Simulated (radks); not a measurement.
Results of a calculation; reference values are marked as such.
Dipole-allowed excitations along the series with 12 electrons in [Ne] 3s2. Code: a radial shooting solver on a logarithmic mesh with Libxc functionals. Model: non-relativistic Kohn-Sham, PBE, spin-unpolarised, spherical densities, point nucleus. Time-dependent linear response with the Hartree and adiabatic LDA kernel, continuum included through the Sternheimer equations. Lines are the poles of the dipole polarisability below minus the highest occupied eigenvalue, found on a grid refined at the orbital gaps; the lowest seven at most are given, and weak or close lines can be missed. The first line takes the name of the lowest orbital gap if no other gap lies below it; otherwise a line is named after a gap within 0.6 % of it, if that gap stands alone.

species  -e(HOMO) (eV)  lowest orbital gap (eV)  first line (eV)     f  static alpha (bohr^3)  measured (eV)
Mg               4.699              3s-3p 3.362    4.155 (3s-3p)  1.46                  72.69    3s-3p 4.346
Al+             14.785              3s-3p 5.720    7.449 (3s-3p)  1.75                  23.74    3s-3p 7.421
Si2+            28.478              3s-3p 7.962   10.380 (3s-3p)  1.61                  11.38              -
P3+             45.504             3s-3p 10.147   13.171 (3s-3p)  1.47                  6.505              -
S4+             65.745             3s-3p 12.297   15.886 (3s-3p)  1.35                  4.120              -
Cl5+            89.137             3s-3p 14.425   18.554 (3s-3p)  1.24                  2.794              -

Measured values: term averages from the NIST Handbook of Basic Atomic Spectroscopic Data.
